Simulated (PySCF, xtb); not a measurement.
C₃H₉NSi₂, SMILES N#CCC[SiH2][SiH3]. The values are those of a single conformer.

Harmonic wavenumbers (cm⁻¹) from GFN2-xTB (xtb) at its own minimum, in rising order: 25, 59, 97, 114, 191, 268, 368, 384, 435, 461, 470, 532, 577, 643, 701, 763, 784, 813, 820, 824, 919, 939, 1077, 1105, 1162, 1277, 1312, 1437, 1481, 2192, 2200, 2231, 2236, 2262, 2411, 2929, 2947, 2972, 2988.

Problem. What does B3LYP-D3(BJ)/def2-SVP run with PySCF 2.14.0 give at its own minimum? (Estimate from the structure and the level; the computed values follow.)

Solution. 27, 78, 108, 116, 202, 276, 361, 375, 417, 493, 535, 576, 628, 671, 769, 811, 880, 906, 936, 940, 945, 953, 1035, 1153, 1191, 1289, 1346, 1430, 1447, 2199, 2209, 2211, 2222, 2228, 2381, 3039, 3045, 3083, 3100. Paired by order, the mean absolute difference is 42 cm⁻¹ and the zero-point energies are 64.9 and 66.6 kcal/mol.
